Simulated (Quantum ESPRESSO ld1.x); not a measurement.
Problem. Ta+, 72 electrons, occupied as [Xe] 4f14 5d3 6s1. Calculated with ld1.x of Quantum ESPRESSO 7.5: scalar-relativistic Kohn-Sham, LDA (Slater exchange, Perdew-Zunger correlation), spin-polarised, spherical densities, point nucleus; open shells are filled with parallel spins first. Some entries of the table are withheld. Estimate them.

| orbital | occ. | eigenvalue (eV) | r(max) (bohr) |
|---|---|---|---|
| 1s up | 1 | -67321.8 | 0.012 |
| 1s down | 1 | -67321.8 | 0.012 |
| 2s up | 1 | -11573.7 | 0.067 |
| 2s down | 1 | -11573.5 | 0.067 |
| 2p up | 3 | -10147.0 | 0.055 |
| 2p down | 3 | -10146.9 | 0.055 |
| 3s up | 1 | -2656.25 | 0.189 |
| 3s down | 1 | -2656.20 | 0.189 |
| 3p up | 3 | -2231.99 | 0.186 |
| 3p down | 3 | -2231.95 | 0.186 |
| 3d up | 5 | -1736.16 | 0.152 |
| 3d down | 5 | -1736.09 | 0.152 |
| 4s up | 1 | -546.560 | 0.431 |
| 4s down | 1 | -546.458 | 0.431 |
| 4p up | 3 | -407.329 | 0.448 |
| 4p down | 3 | -407.224 | 0.448 |
| 4d up | 5 | -229.133 | 0.463 |
| 4d down | 5 | -229.001 | 0.463 |
| 5s up | 1 | -80.7684 | 0.990 |
| 5s down | 1 | -79.7214 | 0.990 |
| 5p up | 3 | -47.3098 | 1.12 |
| 5p down | 3 | -45.8909 | 1.12 |
| 4f up | 7 | -32.1398 | 0.441 |
| 4f down | 7 | -31.8429 | 0.441 |
| 6s up | 1 | -12.5734 | 2.65 |
| 5d up | 3 | (1) | 1.59 |
| 6s down | 0 | -10.3718 | 2.67 |
| 5d down | 0 | (2) | 1.55 |

Solution. 
(1) 5d up eigenvalue (eV): -11.4705
(2) 5d down eigenvalue (eV): -9.3253
